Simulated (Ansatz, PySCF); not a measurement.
ClI. Atoms are numbered in the order given.

```xyz
2

Cl     0.0000     0.0000    -1.7753
I      0.0000     0.0000     0.5694
```
Charge 0, spin multiplicity 1.

The structure is a stationary point at B3LYP-D3(BJ)/def2-TZVP. The def2 effective core potentials stand for the cores of I; spin–orbit coupling is left out.

Vertical ionisation energy (IE) and electron affinity (EA) in eV. Rows of orbital energies are one-electron estimates. Where ΔSCF, EOM or ADC give a negative EA the extra electron is unbound and the value depends on the basis.

```csv
level,IE,EA
"−ε(HOMO), −ε(LUMO), HF/def2-TZVPD (PySCF)",10.60,0.31
"−ε(HOMO), −ε(LUMO), CAM-B3LYP/def2-TZVPD (PySCF)",9.18,2.60
"−ε(HOMO), −ε(LUMO), PBE/def2-TZVPD (PySCF)",6.68,4.55
"ΔSCF, ωB97X-V/def2-TZVPD (Ansatz), final states of multiplicity 2 and 2",10.41,1.53
"ΔSCF, PBE/def2-TZVPD (Ansatz), final states of multiplicity 2 and 2",10.02,1.57
```

Problem. What vertical singlet–triplet gap does ΔSCF give with ωB97X-V/def2-TZVPD (Ansatz, a quantum-chemistry and plane-wave program) and with PBE/def2-TZVPD (Ansatz)? (An estimate is asked for; the answer gives what the named calculation found.)

Solution. 2.20 and 1.90 eV (triplet above singlet where positive).
